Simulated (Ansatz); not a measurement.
Reaction (formal hydrolysis of a B–Br bond): `ClB(Cl)Br` + H₂O → `OB(Cl)Cl` + HBr

Calculated with Ansatz (gas phase, PBE0-D4/def2-TZVP geometries, no zero-point term in ΔE). CCSD(T)/CBS is the MP2 limit (def2-TZVPP, def2-QZVPP) plus CCSD(T) − MP2 in def2-TZVPP, frozen cores. This one scheme is used for every species. Functionals use def2-TZVPP. For Br outer-core shells are correlated without core-valence functions, which leaves a few kJ/mol of doubt a bond. Scalar relativity is left out up to krypton. Each species was taken in one conformer, which may not be the lowest.

CCSD(T)/CBS gives -0.62 eV.

(1) Another level gave -0.63 eV. Which?
A. PBE-D4/def2-TZVPP
B. r2SCAN/def2-TZVPP
C. HF/def2-TZVPP
D. BHLYP-D4/def2-TZVPP

(2) What do rigid-rotor, harmonic-oscillator terms from PBE0-D4/def2-TZVP frequencies (298.15 K, 1 bar) make of the CCSD(T)/CBS value? (Best estimate.)

Largest T1 diagnostic among the species: 0.011.

## Answers

(1) A. PBE-D4 -0.63, r2SCAN -0.71, HF/def2-TZVPP -0.89, BHLYP-D4 -0.76 eV.

(2) The calculation gave: ΔZPE = -0.02 eV, ΔH = -0.67 eV, ΔS = -5 J/(mol·K), ΔG = -0.65 eV.

The D4 term adds +0.05 eV with B3LYP and +0.03 eV with PBE0; it sums over pairs of atoms, weighted by their polarisabilities, and B3LYP, whose exchange is more repulsive, gets the larger term. In def2-TZVPP, CCSD(T) changes the Hartree–Fock value by +0.20 eV (the triples alone add +0.03 eV) and MP2 by +0.28 eV.

B3LYP here is the variant with VWN-RPA as its local correlation; programs differ in this.
